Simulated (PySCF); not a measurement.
Sn(F)3(GeH3), H3F3GeSn, SMILES [Sn]([F])([F])([F])[GeH3], PBE0/def2-SVP optimised geometry.

```
8

F     -1.19     0.94     0.00
Sn    -0.74    -0.94     0.00
F      1.19    -0.94     0.00
F     -1.18    -1.51     1.78
Ge    -1.84    -2.29    -1.92
H     -1.19    -1.82    -3.22
H     -3.34    -1.96    -1.88
H     -1.57    -3.77    -1.64
```

Density from PBE0/def2-TZVP, def2 effective core potentials past Kr in PySCF 2.14.0 at that geometry. The core electrons that the potentials of Sn replace are not part of the density.

Minimum of the electron density along straight lines between bonded atoms, close to the bond critical point (lines longer than 1.1 times the sum of covalent radii, or with two minima, are not listed):

```json
[
 {"bond": "F1–Sn2", "length / Å": "1.926", "ρ at the minimum / e bohr⁻³": "0.121", "∇²ρ there / e bohr⁻⁵": "0.59", "position (fraction from the first atom)": "0.48"},
 {"bond": "Sn2–F3", "length / Å": "1.926", "ρ at the minimum / e bohr⁻³": "0.121", "∇²ρ there / e bohr⁻⁵": "0.59", "position (fraction from the first atom)": "0.52"},
 {"bond": "Sn2–F4", "length / Å": "1.926", "ρ at the minimum / e bohr⁻³": "0.121", "∇²ρ there / e bohr⁻⁵": "0.59", "position (fraction from the first atom)": "0.52"},
 {"bond": "Sn2–Ge5", "length / Å": "2.599", "ρ at the minimum / e bohr⁻³": "0.072", "∇²ρ there / e bohr⁻⁵": "-0.05", "position (fraction from the first atom)": "0.53"},
 {"bond": "Ge5–H6", "length / Å": "1.531", "ρ at the minimum / e bohr⁻³": "0.136", "∇²ρ there / e bohr⁻⁵": "0.04", "position (fraction from the first atom)": "0.59"},
 {"bond": "Ge5–H7", "length / Å": "1.531", "ρ at the minimum / e bohr⁻³": "0.136", "∇²ρ there / e bohr⁻⁵": "0.04", "position (fraction from the first atom)": "0.59"},
 {"bond": "Ge5–H8", "length / Å": "1.531", "ρ at the minimum / e bohr⁻³": "0.136", "∇²ρ there / e bohr⁻⁵": "0.04", "position (fraction from the first atom)": "0.59"}
]
```
